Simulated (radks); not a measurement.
The numbers below are computed, except where a source is named.
Spherical quantum dot in the effective-mass picture: electrons in a well V = -V0 / (1 + exp((r - R)/a)) with V0 = 5.88, R = 8.92, a = 0.46, with a point charge +1 (a donor) at the centre, all in effective atomic units (hartree* = m*/eps^2 hartree, bohr* = eps/m* bohr), one dielectric constant everywhere. Level of theory: non-relativistic Kohn-Sham, LDA (Slater exchange, Perdew-Wang correlation), spin-polarised, spherical densities (a radial shooting solver with Libxc functionals). Levels are named by radial order and angular momentum (1s, 1p, 1d, 2s, ...), and open shells are averaged over m.

N = 5, configuration 1s2 1p(up 3, down 0). This is the lowest configuration that the search found. Occupied and some empty levels:

level    occupation  eigenvalue (hartree*)  <r> (bohr*)
1s up             1                -5.2947        3.388
1s down           1                -5.2894        2.488
1p up             3                -5.2067        5.318
2s up             0                -5.1740        3.895
1p down           0                -5.1658        5.308
2s down           0                -5.1587        4.644
1d up             0                -5.1267        5.654
1d down           0                -5.0854        5.680
1f up             0                -5.0247        5.901
1f down           0                -4.9843        5.935

Energy (hartree*): total -28.5314, kinetic 0.82409, external -31.107, Hartree 2.5832, exchange-correlation -0.83196.
